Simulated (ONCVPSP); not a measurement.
# PBEsol ONCV dataset for Ce, scalar-relativistic all-electron reference.

- Element: cerium
- Generator: ONCVPSP 4.0.1
- Type: optimised norm-conserving Vanderbilt (ONCV)
- Functional: PBEsol
- Relativity: scalar-relativistic
- Frozen core: [Kr] 4d10
- Valence charge: 12
- Reference configuration: 4f1 5s2 5p6 5d1 6s1.75 (charge +0.25)
- Partial waves: 5s+6s: rc 2.50 bohr, ncon 4, nbas 8, qcut 4.2 1/bohr, 2 projectors; 5p: rc 3.00 bohr, ncon 5, nbas 9, qcut 5 1/bohr, 2 projectors, debl 2.5 Ha; 5d: rc 3.10 bohr, ncon 4, nbas 9, qcut 5.5 1/bohr, 2 projectors, debl 3.2 Ha; 4f: rc 1.20 bohr, ncon 4, nbas 9, qcut 11.5 1/bohr, 3 projectors, debl 3 Ha
- Local potential: polynomial inside 1.00 bohr (lpopt 3, dvloc0 -1 Ha)
- Core correction: none

All-electron outer shells of the reference configuration (PBEsol, scalar-relativistic, ld1.x):

| shell | level (eV) | outermost node (bohr) | outermost maximum (bohr) |
| --- | --- | --- | --- |
| 4d | -111.78 | 0.31 | 0.66 |
| 5s | -41.99 | 0.75 | 1.37 |
| 5p | -24.60 | 0.81 | 1.55 |
| 4f | -6.80 | – | 0.71 |
| 6s | -4.91 | 1.81 | 3.68 |
| 5d | -4.37 | 0.92 | 2.15 |

Results:

```
Cutoffs needed           : 80 Ha and 233 Ha (the cutoffs (Ha) at which the residual kinetic energy of the hardest occupied pseudo-wave falls to 1 and 0.1 mHa per electron)
Ghost test               : ghosts flagged at negative energy: s at -119.4 eV; GHOST(+) flagged for p at 36.4 eV, d at 152.3 eV; a true bound ghost makes a file unfit for plane-wave use
Largest excitation error : +7.6 meV (all-electron minus pseudo) for 4f1 5s2 5p6 5d1 6s0 6p1, out of 4 test configurations
```

Generation and tests took about 7.5 s on one core of a shared server CPU.
